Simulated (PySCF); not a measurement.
## IrSe at BHandHLYP

Level: BHandHLYP. Ir def2-TZVPP with ECP60, Se def2-TZVPP; scalar-relativistic core potentials (PySCF 2.14).

```json
{"state": "⁴Δ (quartet), unpaired electrons π ↑↑, δ ↑", "bond length": "2.187 Å", "harmonic wavenumber": "357 cm⁻¹", "force constant": "4.25 mdyn/Å", "rotational constant Be": "0.06238 cm⁻¹", "anharmonicity ωexe": "0.662 cm⁻¹", "vibration–rotation constant αe": "0.000156 cm⁻¹", "bond order (Mayer)": "2.22", "dipole moment (positive dipole means Ir(−)Se(+))": "-2.58 D"}
```

De is left out where the level can put another filling of the metal’s s and d shells below the measured ground configuration, by anything from nothing to about 1 eV. These are scalar-relativistic numbers at best; spin–orbit coupling would shift them, the dissociation energy most. With d or f electrons several states lie close, and the lowest PBE0 determinant need not be the measured ground state.
